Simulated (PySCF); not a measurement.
Polarisability and C₆ of O (oxygen, neutral)

[He] 2s2 2p4, high-spin 3P determinant. All numbers are calculated (PySCF 2.14, no relativity, point nucleus, in dyall-av3z (15s9p3d2f, 71 functions)). Coupled (time-dependent) response in atomic units; α is the mean over directions.

```tsv
method	mean α (bohr³)	α xx, yy, zz	C₆ (like pair)	S(−4)
UHF	4.574	4.383, 4.956, 4.383	13.38	9.117
PBE	5.436	5.023, 6.263, 5.023	16.62	15.61
PBE0	5.104	4.784, 5.744, 4.784	15.39	12.62
M06-L	5.211	4.941, 5.752, 4.941	15.94	12.68
MN15	5.094	4.860, 5.561, 4.860	15.26	12.17
```

S(−4) is the Cauchy moment in α(ω) = α(0) + S(−4) ω² + …

Reference α: 5.3 ± 0.2 bohr³ (recommended; Schwerdtfeger and Nagle, table of static dipole polarizabilities (2023 update)). Published C₆: 15.60 (Chu and Dalgarno (2004); Tang, Norbeck and Certain (1976)).

α(iu) at PBE:

```tsv
u (hartree)	α(iu) (bohr³)
0	5.436
0.0500	5.398
0.100	5.288
0.200	4.921
0.300	4.466
0.500	3.579
0.750	2.694
1.00	2.055
1.50	1.279
2.00	0.8655
3.00	0.4696
5.00	0.2012
```

A single London oscillator, α(iu) = α/(1 + u²/ω²), gives C₆ = (3/4) ω α². Matching the computed C₆ needs ω = 4 × 16.62 / (3 × 5.436²) = 0.750 hartree.

The components differ because the open shell of this determinant is not spherical; for a pure term their mean is the scalar polarisability.
